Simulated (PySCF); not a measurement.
Sb(H)(OMe)2 (C2H7O2Sb), SMILES C[O][SbH][O]C.

The structure is a stationary point at PBE-D3(BJ)/def2-SVP. The structure was generated by enumeration; whether it is a known compound was not checked. The def2 effective core potentials stand for the cores of Sb; spin–orbit coupling is left out. The values are those of a single conformer.

The numbers are results of PBE-D3(BJ)/def2-SVP (PySCF 2.14.0), not measurements.

Frequencies are harmonic and unscaled.

```
mode  ν (cm⁻¹)  IR (km/mol)  Raman (Å⁴/amu)  depolarisation  moving atoms (share of kinetic energy)
----  --------  -----------  --------------  --------------  --------------------------------------
1           57          0.4             2.9            0.70                          C 53 %, H 33 %
2           81          0.2             0.2            0.63                                  H 94 %
3          112          5.5             0.8            0.73                  H 50 %, O 28 %, C 20 %
4          127          6.4             0.2            0.65                          H 64 %, O 29 %
5          187          8.1             1.8            0.19                  O 53 %, H 25 %, C 23 %
6          230          5.1             2.7            0.36         C 35 %, O 28 %, H 25 %, Sb 12 %
7          271          6.9             2.4            0.25         O 46 %, C 22 %, H 18 %, Sb 13 %
8          510         75.2            15.2            0.75                  O 71 %, Sb 14 %, H 8 %
9          521         24.4            30.5            0.14                  O 72 %, Sb 12 %, C 8 %
10         638         24.0            28.1            0.74                                  H 90 %
11         659         26.8            23.5            0.74                                  H 95 %
12        1054        191.8             5.6            0.53                          O 49 %, C 47 %
13        1071        139.3            10.9            0.35                          O 50 %, C 45 %
14        1127          0.7             3.6            0.74                          H 77 %, C 19 %
15        1128          1.1             2.6            0.72                          H 76 %, C 19 %
16        1137          3.1             4.0            0.15                          H 74 %, C 20 %
17        1144          0.9             2.2            0.12                          H 72 %, C 20 %
18        1402         12.8            10.3            0.55                                  H 91 %
19        1404          6.4            16.8            0.71                                  H 94 %
20        1407          5.7            34.8            0.71                                  H 94 %
21        1415         23.4            16.7            0.69                                  H 92 %
22        1425         12.4            10.0            0.73                                  H 96 %
23        1431         11.5            22.6            0.73                                  H 95 %
24        1817        204.3           190.4            0.30                                  H 99 %
25        2889        123.5           117.2            0.04                                  H 97 %
26        2899         68.9           198.4            0.05                                  H 97 %
27        2957         44.4            74.7            0.69                           H 91 %, C 9 %
28        2976         39.5            70.7            0.59                           H 91 %, C 9 %
29        3012         30.3           187.3            0.52                           H 91 %, C 9 %
30        3018         24.2           184.8            0.49                          H 90 %, C 10 %
```
